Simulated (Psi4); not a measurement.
vinyl chloride (C2H3Cl), singlet, at a GFN2-xTB geometry; Psi4 with HF/6-31G*, TDHF.

Here is a job for Psi4.
```
memory 2 GB

molecule mol {
0 1
  C    -0.001662    0.754022   -0.000887
  C     1.288373    1.021459   -0.013454
  Cl   -0.624479   -0.849898    0.006946
  H    -0.773014    1.508554    0.005532
  H     2.034912    0.246855   -0.019613
  H     1.633983    2.039976   -0.017955
symmetry c1
}

set basis 6-31g*
set reference rhf
set puream true
set save_jk true
set tdscf_states [5]
set tdscf_tda false
set d_convergence 1e-8

energy('td-scf')
print_variables()
```

Output, abridged:

```
   => Loading Basis Set <=

    Name: 6-31G*
    Role: ORBITAL
    Keyword: BASIS

         ---------------------------------------------------------
                                   SCF
               by Justin Turney, Rob Parrish, Andy Simmonett
                          and Daniel G. A. Smith
                              RHF Reference
         ---------------------------------------------------------

  ==> Geometry <==

    Molecular point group: c1
    Full point group: C1

    Geometry (in Angstrom), charge = 0, multiplicity = 1:

       Center              X                  Y                   Z               Mass
    ------------   -----------------  -----------------  -----------------  -----------------
         C            0.054445600996     0.828048933835    -0.001508286043    12.000000000000
         C            1.344480600996     1.095485933835    -0.014075286043    12.000000000000
         CL          -0.568371399004    -0.775871066165     0.006324713957    34.968852682000
         H           -0.716906399004     1.582580933835     0.004910713957     1.007825032230
         H            2.091019600996     0.320881933835    -0.020234286043     1.007825032230
         H            1.690090600996     2.114002933835    -0.018576286043     1.007825032230

  Running in c1 symmetry.

  Rotational constants: A =      1.93486  B =      0.20327  C =      0.18395 [cm^-1]
  Rotational constants: A =  58005.56529  B =   6094.01878  C =   5514.65363 [MHz]
  Nuclear repulsion =   89.443876741955080

  Charge       = 0
  Multiplicity = 1
  Electrons    = 32
  Nalpha       = 16
  Nbeta        = 16

  ==> Algorithm <==

  SCF Algorithm Type is DF.
  DIIS enabled.
  MOM disabled.
  Fractional occupation disabled.
  Guess Type is SAD.
  Energy threshold   = 1.00e-06
  Density threshold  = 1.00e-08
  Integral threshold = 1.00e-12

  ==> Primary Basis <==

  Basis Set: 6-31G*
    Blend: 6-31G*
    Number of shells: 26
    Number of basis functions: 52
    Number of Cartesian functions: 55
    Spherical Harmonics?: true
    Max angular momentum: 2

   => Loading Basis Set <=

    Name: (6-31G* AUX)
    Role: JKFIT
    Keyword: DF_BASIS_SCF

  ==> Integral Setup <==

  SCF_SUBTYPE=INCORE selected. In-core MEM_DF algorithm will be used.
  Using in-core AOs.

  ==> MemDFJK: Density-Fitted J/K Matrices <==

    J tasked:                   Yes
    K tasked:                   Yes
    wK tasked:                   No
    Algorithm:                 Core
    Schwarz Cutoff:           1E-12
    Mask sparsity (%):       0.5178
    Fitting Condition:        1E-10

   => Auxiliary Basis Set <=

  Basis Set: (6-31G* AUX)
    Blend: CC-PVDZ-JKFIT
    Number of shells: 111
    Number of basis functions: 321
    Number of Cartesian functions: 367
    Spherical Harmonics?: true
    Max angular momentum: 3

  Minimum eigenvalue in the overlap matrix is 6.5836722249E-03.
  Reciprocal condition number of the overlap matrix is 1.4763690208E-03.
    Using symmetric orthogonalization.

  ==> Pre-Iterations <==

  SCF Guess: Superposition of Atomic Densities via on-the-fly atomic UHF (no occupation information).

   -------------------------
    Irrep   Nso     Nmo
   -------------------------
     A         52      52
   -------------------------
    Total      52      52
   -------------------------

  ==> Iterations <==

                           Total Energy        Delta E     RMS |[F,P]|

   @DF-RHF iter SAD:  -536.42527240249865   -5.36425e+02   0.00000e+00
   @DF-RHF iter   1:  -536.88418730939190   -4.58915e-01   5.04062e-03 DIIS/ADIIS
   @DF-RHF iter   2:  -536.92337116771967   -3.91839e-02   2.29426e-03 DIIS/ADIIS
   @DF-RHF iter   3:  -536.93032094371540   -6.94978e-03   5.26640e-04 DIIS/ADIIS
   @DF-RHF iter   4:  -536.93109112739069   -7.70184e-04   1.94820e-04 DIIS/ADIIS
   @DF-RHF iter   5:  -536.93116756818733   -7.64408e-05   5.28257e-05 DIIS
   @DF-RHF iter   6:  -536.93117784542585   -1.02772e-05   2.17614e-05 DIIS
[...]
  @DF-RHF Final Energy:  -536.93117947426470
    Total Energy =                       -536.9311794742646953
[...]
**********                               WARNING                                **********
**********  Length-gauge rotatory strengths are **NOT** gauge-origin invariant  **********
******************************************************************************************

                                    Excitation Energy         Total Energy        Oscillator Strength             Rotatory Strength
     #   Sym: GS->ES (Trans)        au              eV              au          au (length)    au (velocity)    au (length)    au (velocity)
    ---- -------------------- --------------- --------------- --------------- --------------- --------------- --------------- ---------------
     1        A->A (1 A)       0.28788         7.83359        -536.64330       0.4829          0.4658          0.0000          0.0000
     2        A->A (1 A)       0.29110         7.92118        -536.64008       0.0017          0.0009         -0.0000         -0.0000
     3        A->A (1 A)       0.34538         9.39829        -536.58580       0.0033          0.0049         -0.0000         -0.0000
     4        A->A (1 A)       0.35172         9.57066        -536.57946       0.0000          0.0002          0.0000          0.0000
     5        A->A (1 A)       0.36400         9.90507        -536.56717       0.0001          0.0001          0.0000          0.0000

Contributing excitations and de-excitations
Only contributions with abs(coeff) > 1.00e-01 will be printed:

Excited State    1 (1 A):   0.28788 au   158.27 nm f = 0.4829
  Sums of squares: Xssq =  1.013466e+00; Yssq =  1.346592e-02; Xssq - Yssq =  1.000000e+00
     14a  ->  17a     0.133088 ( 1.771%)
     16a  ->  17a     0.982141 (96.460%)

Excited State    2 (1 A):   0.29110 au   156.52 nm f = 0.0017
  Sums of squares: Xssq =  1.002260e+00; Yssq =  2.260489e-03; Xssq - Yssq =  1.000000e+00
     14a  ->  18a     0.110879 ( 1.229%)
     16a  ->  18a    -0.947921 (89.855%)
     16a  ->  19a     0.233770 ( 5.465%)
     16a  ->  24a    -0.100827 ( 1.017%)

Excited State    3 (1 A):   0.34538 au   131.92 nm f = 0.0033
  Sums of squares: Xssq =  1.003002e+00; Yssq =  3.001525e-03; Xssq - Yssq =  1.000000e+00
     15a  ->  18a     0.961342 (92.418%)
     15a  ->  19a    -0.123226 ( 1.518%)
     15a  ->  21a    -0.171022 ( 2.925%)

Excited State    4 (1 A):   0.35172 au   129.55 nm f = 0.0000
  Sums of squares: Xssq =  1.001709e+00; Yssq =  1.708673e-03; Xssq - Yssq =  1.000000e+00
     11a  ->  17a    -0.214728 ( 4.611%)
     12a  ->  17a    -0.339023 (11.494%)
     13a  ->  17a     0.168012 ( 2.823%)
     15a  ->  17a     0.877759 (77.046%)
     16a  ->  19a    -0.133290 ( 1.777%)

Excited State    5 (1 A):   0.36400 au   125.17 nm f = 0.0001
  Sums of squares: Xssq =  1.000814e+00; Yssq =  8.143411e-04; Xssq - Yssq =  1.000000e+00
     13a  ->  17a     0.181391 ( 3.290%)
     14a  ->  18a     0.189813 ( 3.603%)
     14a  ->  19a    -0.228887 ( 5.239%)
     15a  ->  17a    -0.170323 ( 2.901%)
     16a  ->  18a    -0.215782 ( 4.656%)
     16a  ->  19a    -0.878786 (77.227%)

******************************************************************************************
**********                               WARNING                                **********
**********       The names of excited state variables changed between 1.5       **********
**********     and 1.6. For a quick solution, remove the symmetry specifier     **********
**********   from the variable name. For full details, see 'Notes on Psivars'   **********
**********                        in the documentation.                         **********
******************************************************************************************

  Variable Map:
  ----------------------------------------------------------------------------
[...]
  Array Variable Map:
  ----------------------------------------------------------------------------
[...]
[...]
```
